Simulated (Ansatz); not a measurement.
Worked example: the interaction energy

The pair of N2 (SMILES N#N, atoms 1–2) and SiH3F (SMILES [SiH3]F, atoms 3–7), both closed shells, in one local arrangement (a lower one may exist), relaxed at PBE0-D4/def2-TZVP:

```xyz
7
angstrom
N 0.5158 0.1477 -2.3252
N 0.2481 -0.3046 -3.2793
Si -0.1307 0.0592 1.1416
F -0.9446 -0.9893 0.2462
H 1.3169 -0.2099 0.9804
H -0.5406 -0.1304 2.5534
H -0.4651 1.4274 0.6830
```

Both fragments are computed in the basis of the whole pair.

Program: Ansatz 0.2.0. Basis: def2-TZVPPD and def2-QZVPPD. Cores are frozen in the correlated methods.

Energies in eV:

| quantity | pair | first fragment | second fragment |
| --- | --- | --- | --- |
| Hartree–Fock, triple zeta (X = 3) | -13584.53080 | -2965.76769 | -10618.77320 |
| Hartree–Fock, quadruple zeta (X = 4) | -13585.02579 | -2965.88198 | -10619.15375 |
| MP2 correlation, X = 3 | -20.63871 | -10.10987 | -10.48297 |
| MP2 correlation, X = 4 | -22.18633 | -10.77651 | -11.36150 |
| CCSD(T) correlation, X = 3 | -21.99438 | -10.58267 | -11.36883 |

Task: Work out the interaction energy at the basis limit: extrapolate Hartree–Fock as E(X) = E∞ + A exp(−7.88 √X) and the MP2 correlation as E(X) = E∞ + B X^−2.97 (the exponents that Neese and Valeev fitted for def2-TZVPP and QZVPP, reused here for the diffuse sets), then add CCSD(T) − MP2 in triple zeta.

Result: Each step is linear, so take the differences first (pair − first fragment − second fragment): Hartree–Fock 0.01009 (X = 3) and 0.00994 (X = 4); MP2 correlation -0.04587 and -0.04832; CCSD(T) correlation -0.04288.
Two points give E∞ = E(4) + w [E(4) − E(3)], with w = 1/(exp(7.88 (2 − √3)) − 1) = 0.1377 for Hartree–Fock and w = 1/((4/3)^2.97 − 1) = 0.7407 for the correlation.
Hartree–Fock: 0.00994 + 0.1377 × (-0.00015) = 0.0099 eV.
MP2 correlation: -0.04832 + 0.7407 × (-0.00245) = -0.0501 eV.
CCSD(T) − MP2: -0.04288 − (-0.04587) = 0.0030 eV.
Sum: 0.0099 + (-0.0501) + 0.0030 = -0.0372 eV, or -0.86 kcal/mol. Plain CCSD(T) in triple zeta gives -0.0328 eV, so the larger basis shifts the result by -0.0044 eV.

T1 diagnostic: at most 0.014.

For scale, one of the runs: CCSD(T)/def2-TZVPPD, 213 basis functions, launched by `ansatz run in.yaml --threads 4 --pin off --events-out ev --progress --plain --max-ram 9574MiB`. Time: 41 s of wall clock on 4 CPU threads of an Arm Neoverse V2; the host was shared. Peak host memory: 3.1 GiB.
